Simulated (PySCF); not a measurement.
**A survey of $^{19}$F NMR shifts**

- GFN2-xTB structure
- NMR shieldings at PBE0/pcSseg-1/GIAO
- run in PySCF 2.14
- a single conformation, non-relativistic Hamiltonian, averaged over atoms made equivalent by symmetry, fast rotation or ring inversion, isolated molecule

Shieldings were converted by a linear fit to measured shifts: $^{19}$F: δ = 146.13 − 0.903σ +14.6 on sp3 carbon (rms 6.0 ppm, 223 shifts, 7.0 ppm with the 5 outliers that the fit left out vs CFCl3, solution or neat liquid). Occasional misses reach two or three times the rms, and more in compound classes unlike the fitted ones.

Task: Give the $^{19}$F shifts of `O=C(O)C1=C[SiH2][C@@H]1CCF`, `CC[C@@H](F)C1COC1`, `FC1=C[C@H](F)C=C1`, `C#C[C@@]1(F)C[C@H]1F`, `C#C/C(F)=C/CF`, `F/C=C(\F)C1=CC1`, `C#C[C@@]1(F)C[C@@H]1F`, `C#C[C@@]1(F)C[C@@H]1F`.

Result: 
```tsv
compound	environment	δ (ppm)
O=C(O)C1=C[SiH2][C@@H]1CCF	fluorine on an sp3 carbon	-219.1
CC[C@@H](F)C1COC1	fluorine on an sp3 carbon	-192.8
[F:1][C:2]1=[CH:3][C@H:4]([F:5])[CH:6]=[CH:7]1	F1: vinylic fluorine	-119.8
[F:1][C:2]1=[CH:3][C@H:4]([F:5])[CH:6]=[CH:7]1	F5: fluorine on an sp3 carbon	-216.6
[CH:1]#[C:2][C@@:3]1([F:4])[CH2:5][C@H:6]1[F:7]	F4: fluorine on an sp3 carbon	-179.0
[CH:1]#[C:2][C@@:3]1([F:4])[CH2:5][C@H:6]1[F:7]	F7: fluorine on an sp3 carbon	-205.2
[CH:1]#[C:2]/[C:3]([F:4])=[CH:5]/[CH2:6][F:7]	F4: vinylic fluorine	-106.2
[CH:1]#[C:2]/[C:3]([F:4])=[CH:5]/[CH2:6][F:7]	F7: fluorine on an sp3 carbon	-227.1
[F:1]/[CH:2]=[C:3](\[F:4])[C:5]1=[CH:6][CH2:7]1	F1: vinylic fluorine	-140.1
[F:1]/[CH:2]=[C:3](\[F:4])[C:5]1=[CH:6][CH2:7]1	F4: vinylic fluorine	-143.1
[CH:1]#[C:2][C@@:3]1([F:4])[CH2:5][C@@H:6]1[F:7]	F4: fluorine on an sp3 carbon	-198.7
[CH:1]#[C:2][C@@:3]1([F:4])[CH2:5][C@@H:6]1[F:7]	F7: fluorine on an sp3 carbon	-208.6
[CH:1]#[C:2][C@@:3]1([F:4])[CH2:5][C@@H:6]1[F:7]	F4: fluorine on an sp3 carbon	-198.7
[CH:1]#[C:2][C@@:3]1([F:4])[CH2:5][C@@H:6]1[F:7]	F7: fluorine on an sp3 carbon	-208.6
```
